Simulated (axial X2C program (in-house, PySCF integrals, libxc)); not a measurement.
Worked dissociation energy of RbN⁻: CCSD, spin-free

Computed with an in-house all-electron X2C program for linear molecules (integrals from PySCF). Spin-free means the one-electron spin-free X2C Hamiltonian. Basis: Rb dyall-acv3z [13s14p9d4f1g], N dyall-av3z [7s7p3d2f] (cores contracted in-house); Gaussian nuclei, density fitting, unrestricted open shells. Masses: Rb 84.912 u, N 14.003 u.

Molecular state: M_S = 3/2, Λ = 0 (beyond evenly filled blocks: σα, π+α, π-α).

Correlated methods: 15 electrons correlated (number of frozen shells: Rb 3 s, 2 p, 1 d; N 1 s), 279 virtual spin orbitals or spinors in MP2, 90 natural virtuals in coupled cluster.

```
E(Rb-) (2M_S = 0, M_L = 0) : -2979.379646 hartree
E(N) (2M_S = 3, M_L = 0)   : -54.549194 hartree
E(RbN⁻) at Re              : -3033.951737 hartree
ωe                         : 232.7 cm⁻¹
```

(1) Work out De and D0.

The state is one determinant whose occupation by symmetry is held fixed; it was picked as the lowest of a PBE0 search that is not exhaustive. Dissociation energies refer to the lowest single-determinant-based atoms at the same level and basis. CCSD ran in a truncated set of natural virtual spinors with an MP2 remainder; without triples it tends to underbind. PBE0 can misorder states that lie within some tenths of an eV, so this need not be the ground state of the molecule. The nearest other spin-free determinant of the search, M_S = 1/2, Λ = 0, lies 0.04 eV up at the distance of the search.

Each atomic determinant is the lowest at this level and need not be a pure term. Totals compare only within one Hamiltonian and basis.

## Answers

(1) De = -2979.379646 + (-54.549194) − (-3033.951737) = 0.02290 hartree = 0.623 eV. The zero-point energy is ωe/2 = 116 cm⁻¹ = 0.014 eV, so D0 = 0.609 eV.
